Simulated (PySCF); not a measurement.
C3H7GeN.
SMILES with atom numbers: `[CH:1]#[C:2][Ge@@H:3]([CH3:4])[NH2:5]` (hydrogens: H6 on C1; H7 on Ge3; H8, H9, H10 on C4; H11, H12 on N5)

Method: PySCF, PBE0-D3(BJ)/def2-SVP geometry optimisation, gas phase; density fitting, grid level 1; the optimiser is geomeTRIC in internal coordinates, started from a GFN2-xTB structure with every atom displaced at random (about 0.01 Å).

At the end of the run (lengths in Å): C1≡C2 1.218, C4–H9 1.099, N5–H12 1.018, C4–H10 1.099, C1–H6 1.076, Ge3–H7 1.537, C2–Ge3 1.922, C4–Ge3–N5 108.3°, C2–Ge3–C4 108.4°, C1–C2–Ge3 178.5°, C2–Ge3–N5 112.5°.

Task: These geometries were met on the way; a selection of coordinates is given. Order them by energy above the end point, lowest first.
A. C1≡C2 1.219, C4–H9 1.099, N5–H12 1.017, C4–H10 1.100, C1–H6 1.077, Ge3–H7 1.538, C2–Ge3 1.924, C4–Ge3–N5 111.0°, C2–Ge3–C4 107.1°, C1–C2–Ge3 177.8°, C2–Ge3–N5 112.7°
B. C1≡C2 1.223, C4–H9 1.099, N5–H12 1.021, C4–H10 1.107, C1–H6 1.072, Ge3–H7 1.542, C2–Ge3 1.917, C4–Ge3–N5 112.8°, C2–Ge3–C4 105.9°, C1–C2–Ge3 177.6°, C2–Ge3–N5 113.0°
C. C1≡C2 1.170, C4–H9 1.128, N5–H12 0.992, C4–H10 1.074, C1–H6 1.092, Ge3–H7 1.523, C2–Ge3 1.910, C4–Ge3–N5 106.8°, C2–Ge3–C4 111.5°, C1–C2–Ge3 177.3°, C2–Ge3–N5 112.8°

Result: A (0.010 eV), B (0.029 eV), C (0.202 eV).

```
step  E above end (eV)  rms distance from the end, all atoms (Å)  largest force (eV/Å)  rms shift of all bonds from the end (Å)
   2             0.010                                     0.055                 0.182                                    0.002
   1             0.029                                     0.082                 0.693                                    0.004
   0             0.202                                     0.052                 6.321                                    0.022
```

Rows stand in the order of the answer.
